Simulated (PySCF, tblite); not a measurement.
C₆H₈P₃ (charge -1).
Bonds: C1–C2 (double), C2–C3, C3–P4 (aromatic), P4–P5 (aromatic), P5–C6 (aromatic), C6–C7, C7–C8, C6–P9 (aromatic), C3–P9 (aromatic). Hydrogens: H10, H11 on C1; H12 on C2; H13, H14 on C7; H15, H16, H17 on C8.

Structure optimised with GFN2-xTB, isolated species.

List the bond lengths, angles and torsions at this level.

```tsv
bond	length (bohr)	order
C1=C2	2.519	double
C2–C3	2.723	single
C3–P4	3.312	aromatic
P4–P5	3.936	aromatic
P5–C6	3.294	aromatic
C6–C7	2.851	single
C7–C8	2.886	single
C6–P9	3.283	aromatic
C3–P9	3.319	aromatic
C1–H10	2.040	single
C1–H11	2.039	single
C2–H12	2.053	single
C7–H13, C7–H14	2.068	single
C8–H15, C8–H16, C8–H17	2.059	single
```

Bonds in one row agree within 0.02 bohr and their mean is given. Orders are formal, as drawn. A selection of angles:
```tsv
angle	degrees
C2–C1–H10	122.2
C2–C1–H11	120.8
H10–C1–H11	117.0
C1–C2–C3	125.9
C1–C2–H12	119.4
C3–C2–H12	114.7
C2–C3–P4	117.1
C2–C3–P9	121.7
P4–C3–P9	121.3
C3–P4–P5	99.4
P4–P5–C6	98.8
P5–C6–C7	118.7
P5–C6–P9	122.6
C7–C6–P9	118.7
C6–C7–C8	110.9
C6–C7–H13	109.5
C8–C7–H13	109.0
H13–C7–H14	108.5
C7–C8–H15	109.7
C7–C8–H17	111.1
H15–C8–H16	108.3
H15–C8–H17	109.0
C3–P9–C6	97.9
```

Torsions: C1–C2–C3–P4 -179° (antiperiplanar); P5–C6–C7–C8 89° (synclinal). The mirror-image conformer, all signs reversed, is as good.

C3 (substituted aromatic carbon) is planar (angles 121.7°, 121.3° and 117.1°, sum 360.0°, 0.00 Å off the plane of its three neighbours). C2 (alkene CH carbon) is planar (angles 125.9°, 119.4° and 114.7°, sum 360.0°, 0.00 Å off the plane of its three neighbours). Of the pairs four or more bonds apart, P9···H11 is among the closest relative to their van der Waals radii: 2.78 Å, 93 % of the sum of Bondi's values. C6 (substituted aromatic carbon) is planar (angles 122.6°, 118.7° and 118.7°, sum 360.0°, 0.02 Å off the plane of its three neighbours). The C–C distances run from 1.333 Å (C1=C2, drawn double) to 1.527 Å (C7–C8, drawn single), a spread of 0.194 Å. The 5-membered ring C3–P4–P5–C6–P9 has internal angles of 97.9° to 122.6° (sum 540°, against 540° for a flat polygon); it is planar, 0.00 Å rms from its mean plane, widest ring torsion 0°. C1 (terminal =CH2 carbon) is planar (angles 122.2°, 120.8° and 117.0°, sum 360.0°, 0.00 Å off the plane of its three neighbours).

Point group: C1 (no symmetry element, even within 0.4 Å). Its GFN2-xTB frequencies are all real (lowest 34 cm⁻¹). 3 starts were optimised and ended at 0.00, 0.03 and 0.25 kcal/mol (GFN2-xTB); the lowest of these is shown.

All values are computed, not measured.
